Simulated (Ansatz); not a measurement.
`C[N](C)[Y]([OH])[O][SiH3]`. Charge 0, multiplicity 1. Y: def2 effective core potential. Geometry: relaxed with PBE0-D4/def2-TZVP. It is one conformer, not always the lowest.

```xyz
17

C     0.069   -1.479   -1.368
N     0.909   -1.000   -0.297
C     2.108   -1.791   -0.180
Y     0.374    0.676    0.920
O     1.693    1.183    2.372
O    -1.433    1.599    0.489
Si   -2.835    2.350    0.184
H    -0.843   -0.877   -1.455
H     0.579   -1.441   -2.344
H    -0.244   -2.525   -1.215
H     1.887   -2.851    0.027
H     2.711   -1.769   -1.102
H     2.741   -1.424    0.634
H     2.198    1.547    3.093
H    -3.164    3.348    1.245
H    -2.784    3.077   -1.118
H    -3.964    1.377    0.115
```

(1) What is the dipole moment at ωB97M-V/def2-TZVPP? (Estimate.)

(2) And with PBE, r2SCAN, B3LYP? (Estimate.)

(3) Give the Mulliken charges with ωB97M-V, r2SCAN, PBE in def2-TZVPP. (An estimate is asked.)

Results:

(1) Ansatz gave: 1.86 D, with components (1.62, -0.37, 0.82) D in this frame, pointing from negative to positive charge.

(2) The calculation gave: PBE 1.94 D, r2SCAN 1.93 D, B3LYP 1.85 D.

(3) The calculation gave: 
| atom | ωB97M-V | r2SCAN | PBE |
| --- | --- | --- | --- |
| C1 | -0.23 | -0.03 | -0.18 |
| N2 | -0.38 | -0.37 | -0.31 |
| C3 | -0.23 | -0.04 | -0.18 |
| Y4 | 1.12 | 1.22 | 1.05 |
| O5 | -0.55 | -0.61 | -0.53 |
| O6 | -0.61 | -0.66 | -0.54 |
| Si7 | 0.29 | 0.42 | 0.31 |
| H8 | 0.10 | 0.03 | 0.08 |
| H9 | 0.10 | 0.03 | 0.07 |
| H10 | 0.10 | 0.03 | 0.07 |
| H11 | 0.10 | 0.03 | 0.07 |
| H12 | 0.10 | 0.03 | 0.07 |
| H13 | 0.10 | 0.04 | 0.08 |
| H14 | 0.16 | 0.19 | 0.18 |
| H15 | -0.06 | -0.10 | -0.08 |
| H16 | -0.06 | -0.11 | -0.08 |
| H17 | -0.06 | -0.10 | -0.08 |

B3LYP here is the variant with VWN-RPA as its local correlation; programs differ in this.
